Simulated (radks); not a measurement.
Question: Spin polarisation of the 4d9 shell in the palladium ion Pd+. Start: [Kr] 4d(up 4.5, down 4.5); electrons of 4d are moved from spin down to spin up, other shells keep equal spins. Method: scalar-relativistic Kohn-Sham, PBE, spin-polarised, spherical densities, point nucleus; computed with a radial shooting solver on a logarithmic mesh with Libxc functionals. Estimate the energy gained and the exchange splitting at a moment of 1 Bohr magnetons.

Answer: At moment 1 the spin-polarisation energy is -0.167 eV and the 4d exchange splitting 0.666 eV, that is 0.666 eV per Bohr magneton; E = -I m^2/4 would give I = 0.666 eV.
